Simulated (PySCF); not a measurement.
## Calculated NMR parameters of 1,1,1,3-tetrafluoropropane

| Property | Result |
| --- | --- |
| Formula | C3H4F4 |
| SMILES | FCCC(F)(F)F |
| Point group of the computed structure | Cs |
| Degrees of unsaturation | 0 |
| Carbon signals | 3 |
| Proton signals | 2 |

Atom-mapped SMILES (the numbers label the heavy atoms): `[F:1][CH2:2][CH2:3][C:4]([F:5])([F:6])[F:7]` (H(Xn): hydrogen on atom n).

[PySCF 2.14: σ from GIAO-PBE0/pcSseg-1; geometry: GFN2-xTB; couplings computed with B3LYP/pcJ-1 (spin–dipole term only in couplings to heteroatoms); a single conformation; non-relativistic; equivalent nuclei averaged; gas phase]

Scale: ¹H (31.72 ppm) and ¹³C (186.93 ppm) vs TMS; CFCl3 for ¹⁹F (170.95 ppm) (reference shieldings calculated alike).

| carbon | δC, type | δH (multiplicity, J in Hz) | HMBC from (abs. J ≥ 3 Hz) | span of the C tensor (ppm) |
| --- | --- | --- | --- | --- |
| C2 | 81.1, CH2 | 5.02 (dt, 51.8, 8.0) | H(C3) | 97 |
| C3 | 39.9, CH2 | 2.64 (qtd, 8.9, 8.0, 7.0) | – | 46 |
| C4 | 133.8, C | – | H(C3) | 5 |

Other nuclei:
```tsv
atoms	nucleus	environment	δ (ppm)	σ (ppm)
F5/F6/F7	¹⁹F	fluorine of a CF3 group	-83.3	254.2
F1	¹⁹F	fluorine on an sp3 carbon	-259.5	430.5
```

Selected couplings (Hz, signed; the shortest-range and largest first, 30 at most; isotopes ¹³C, ¹⁹F, ¹H): ¹J(C4,F5) -344.1, ¹J(F1,C2) -227.7, ¹J(C2,H(C2)) 157.2, ¹J(C3,H(C3)) 141.1, ¹J(C3,C4) 60.4, ¹J(C2,C3) 37.9, ²J(F1,H(C2)) 51.8, ²J(C3,F5) 27.3, ²J(F1,C3) 21.0, ²J(C2,C4) 1.9, ³J(F1,C4) 19.6, ³J(F5,H(C3)) 8.9, ³J(H(C2),H(C3)) 8.0, ³J(F1,H(C3)) 7.0, ³J(C2,F5) 3.1, ⁴J(F1,F5) 5.4.

- Carbon types of the structure: 1 × C, 2 × CH2, which accounts for all hydrogens.
- δC 133.8: CF3 carbon; 3 electronegative neighbours deshield it.
- δC 81.1: sp3 CH2 bonded to F; pulled downfield by the heteroatom.
- δC 39.9: sp3 CH2; saturated and bonded to C and H only.
- δH 5.02: hydrogen on an sp3 CH2 bonded to F; its carbon carries F, which withdraws density.
- δH 2.64: hydrogen on an sp3 CH2.
- The protons at 5.02 and 2.64 share a coupling of 8.0 Hz (vicinal).

Common functionals overestimate the size of one-bond C–F couplings by tens of Hz; these are unscaled. Multiplet labels drop couplings under 1 Hz and merge nearly equal ones. Unscaled 3J(H,H) at this level run about 10 % above measured values. Shifts are as computed. Against solution values, carbons near 30 ppm lie about +3 ppm off and those near 130 ppm about +5 ppm. Of 1211 compounds with measured shifts, 218 miss one by over three times the rms of a fit or turn the order of signals round; such compounds aren't used in these exercises. Unscaled 19F shifts against computed CFCl3 carry errors that often reach 10 to 50 ppm. Vicinal H,H couplings across rotating CH2–CH2 and CH–CH2 bonds are estimated from the computed gauche and anti values for equal rotamer populations, (2 J gauche + J anti)/3. Only one conformer was computed, so three-bond couplings in flexible chains and rings are approximate.
